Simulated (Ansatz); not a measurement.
Computed with Ansatz on PBE0-D4/def2-TZVP structures; ΔE is electronic, products minus reactants. CCSD(T)/CBS adds triple-zeta CCSD(T) − MP2 to the extrapolated MP2 energy (def2 sets, frozen cores). This one scheme is used for every species. DFT in def2-TZVPP. For Ge outer-core shells are correlated without core-valence functions, which leaves a few kJ/mol of doubt a bond. Scalar relativity is left out up to krypton. Each species was taken in one conformer, which may not be the lowest.

Reaction (ligand exchange at the Si–C bond): `C=C[SiH](Cl)Cl` + `[OH][GeH3]` → `Cl[SiH](Cl)[O][GeH3]` + ethylene

CCSD(T)/CBS gives -1.28 eV.

Q: Another level gave -1.39 eV. Which?
A. CCSD(T)/def2-TZVPP
B. BHLYP-D4/def2-TZVPP
C. PBE-D4/def2-TZVPP
D. BLYP/def2-TZVPP

A: B. BHLYP-D4 -1.39, CCSD(T)/def2-TZVPP -1.29, BLYP -1.21, PBE-D4 -1.13 eV.

Largest T1 diagnostic among the species: 0.011.

From BLYP to BHLYP (50 % exact exchange), in def2-TZVPP and without D4, ΔE moves by −0.13 eV. Leaving LDA and LC-ωPBE aside and taking each functional with its dispersion term where it has one, the values, not all of them listed here, spread over 0.27 eV, from BHLYP-D4 to revPBE-D4. LDA lies −0.04 eV from PBE without D4. In def2-TZVPP, CCSD(T) changes the Hartree–Fock value by +0.16 eV (the triples alone add +0.02 eV) and MP2 by +0.16 eV.
